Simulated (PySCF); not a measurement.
Carbon: a sound run and one with changed settings

Sound run: C⁺ [He] 2s2 2p1, C²⁺ [He] 2s2. All numbers are calculated (PySCF 2.14, no relativity, point nucleus, in cc-pVDZ). The sound run starts from symmetry-adapted Hartree-Fock orbitals and uses a fine grid where one is needed.

Changed run: radial step 0.8 in ln r (0.13 in the sound run). This setting is unsound on purpose.

```json
{"species": "C⁺", "method": "UHF", "sound run (hartree)": "-37.28953", "changed run (hartree)": "-37.28953", "converged": "yes"}
{"species": "C⁺", "method": "MN15", "sound run (hartree)": "-37.38636", "changed run (hartree)": "-37.41715", "converged": "yes"}
{"species": "C⁺", "method": "M06-L", "sound run (hartree)": "-37.41867", "changed run (hartree)": "-37.45947", "converged": "yes"}
{"species": "C²⁺", "method": "UHF", "sound run (hartree)": "-36.40060", "changed run (hartree)": "-36.40060", "converged": "yes"}
{"species": "C²⁺", "method": "MN15", "sound run (hartree)": "-36.48709", "changed run (hartree)": "-36.54446", "converged": "yes"}
{"species": "C²⁺", "method": "M06-L", "sound run (hartree)": "-36.50638", "changed run (hartree)": "-36.51155", "converged": "yes"}
```

Ionisation energy of C⁺:

```json
{"method": "UHF", "sound run (eV)": "24.189", "changed run (eV)": "24.189"}
{"method": "MN15", "sound run (eV)": "24.470", "changed run (eV)": "23.747"}
{"method": "M06-L", "sound run (eV)": "24.825", "changed run (eV)": "25.794"}
```

A coarse radial grid mis-integrates the density and the exchange-correlation energy, with errors of either sign; Hartree-Fock needs no grid.

For comparison, NIST gives 24.383 eV between the lowest levels.
